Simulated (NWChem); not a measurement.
Species: BaF cation; SMILES [Ba+][F]

Results from NWChem. Medium grid unless said otherwise, to which SCAN and Minnesota functionals are sensitive. Geometry: optimised at PBE0/def2-SVP. def2 effective core potentials on Ba; no spin-orbit coupling. B3LYP is NWChem's, with the RPA form of VWN correlation. Total energies of different functionals are on different scales.

| level | energy (Ha) | highest occupied level (eV) | orbital gap (eV) |
|---|---|---|---|
| B3LYP/def2-TZVP | -125.2654 | -13.70 | 7.19 |
| PBE/def2-TZVP | -125.1811 | -12.31 | 5.54 |
| r2SCAN0/def2-TZVP | -125.1849 | -14.17 | 8.65 |
| TPSSh/def2-TZVP | -125.2617 | -12.97 | 6.66 |
| r2SCAN/def2-TZVP | -125.2289 | -12.52 | 6.69 |
| BP86/def2-TZVP | -125.3192 | -12.40 | 5.84 |
| M05-2X/def2-TZVP | -125.1943 | ___ | ___ |

Question: Some entries are withheld; supply them.

Answer: 
- M05-2X/def2-TZVP, highest occupied level (eV): -15.93
- M05-2X/def2-TZVP, orbital gap (eV): 10.66
